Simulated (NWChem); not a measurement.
Si2H4ClF; SMILES [SiH3][Si@@H](Cl)F

Program: NWChem. Pople sets run with spherical d functions. Coordinates come from a PBE0/def2-SVP optimisation. Level: B3LYP/6-31G* with SMD (1 M gas to 1 M solution), gas-phase geometry. Reactions with the solvent are ignored.

For solvent water:

```yaml
solvation free energy (kcal/mol): 1.3
cavity-dispersion-structure term (kcal/mol): 3.4
dipole in solution (D): 2.39
```

Q: How do the values read with solvent cyclohexane instead?

A: 
| Property | Result |
|---|---|
| solvation free energy (kcal/mol) | -1.7 |
| cavity-dispersion-structure term (kcal/mol) | -0.7 |
| dipole in solution (D) | 2.12 |
